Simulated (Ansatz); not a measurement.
Species: sum formula SnOBr, charge -1, multiplicity 1. 
Coordinates optimised at B3LYP-D3(BJ)/def2-TZVP (Ansatz, a quantum-chemistry and plane-wave program):
```xyz
3

Sn     0.9729    -0.3381    -0.0378
O      1.3749     0.1484    -1.7956
Br    -1.7042     0.4490     0.4644
```
Charge -1, spin multiplicity 1.

Basis-set convergence of Hartree-Fock and CCSD(T) correlation energies (hartree) with Ansatz. Correlated levels leave the core frozen unless marked. No spin-orbit coupling. The frozen core is the preceding noble-gas configuration, with the filled d and f shells of earlier blocks. Past Kr the def2 sets carry scalar-relativistic core potentials. This anion needs diffuse functions, which these sets lack.

The T1 diagnostic of CCSD in the largest basis is 0.026, which is high, so the coupled-cluster rows are less sure than usual.

```
basis       functions        E(HF)  E(corr, CCSD(T))  rough core time
----------  ---------  -----------  ----------------  ---------------
def2-SVP           72  -2860.30818          -0.42695       under 20 s
def2-TZVPP        129  -2860.74529          -0.54805       under 20 s
def2-QZVPP        228          ___               ___             60 s
```

**Question.** Fill in the missing entries.

**Answer.** 
- def2-QZVPP, E(HF): -2860.80310
- def2-QZVPP, E(corr, CCSD(T)): -0.59390
